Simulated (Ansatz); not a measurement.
The same path of ClH3O2Si (7 atoms, charge 0, multiplicity 1) was run 3 times with different band settings. Lost on the way: Si2–H6. Made: O3–H6.

These are results of RKS PBE0-D4/6-31G (Ansatz 0.2.0), not measurements.

Relaxed end points:

```xyz
7
Properties=species:S:1:pos:R:3
O 0.017 1.401 -0.677
Si 0.161 0.116 0.412
O 0.863 -1.295 -0.200
Cl -1.853 -0.404 1.081
H -0.591 1.494 -1.421
H 0.999 0.583 1.532
H 0.466 -1.964 -0.772
```

```xyz
7
Properties=species:S:1:pos:R:3
O 0.027 1.180 -0.586
Si -0.212 0.577 1.071
O 0.925 -0.832 0.183
Cl -2.025 -0.833 0.747
H -0.271 2.027 -0.942
H 0.960 -0.419 -0.718
H 0.657 -1.767 0.200
```

Common settings: spring 5.0 eV/Å²; optimiser quadratic models (default); start path through a guess of the saddle point; force threshold 0.03 eV/Å; iteration limit 60; end points relaxed.

| run | movable images | climbing image |
| --- | --- | --- |
| 1 | 5 | yes |
| 2 | 6 | no |
| 3 | 2 | yes |

(1) What does each run give, and how far can it be trusted?

Answers

(1) Run 1: converged after 31 iterations, highest image 2.616 eV above the first end. Neighbouring images differ by up to 2.0 eV, so the band resolves the path poorly. A vibrational analysis at the climbing image gives one clearly imaginary mode, 1468i cm⁻¹: a first-order saddle point.
Run 2: converged after 29 iterations, highest image 2.613 eV above the first end. Neighbouring images differ by up to 2.0 eV, so the band resolves the path poorly. No image climbed, so the highest image needn't sit at the top of the path.
Run 3: converged after 30 iterations, highest image 2.613 eV above the first end. Neighbouring images differ by up to 2.6 eV, so the band resolves the path poorly. Another band between the same ends (5 images) ends at a top of the same energy, where a vibrational analysis finds 1 clearly imaginary mode. So few images can step over the top or miss a turn of the path.
The orbitals stay closed-shell, which can raise the energy where a bond breaks towards radicals; this wasn't checked here. Limits of this set-up: no polarisation functions.
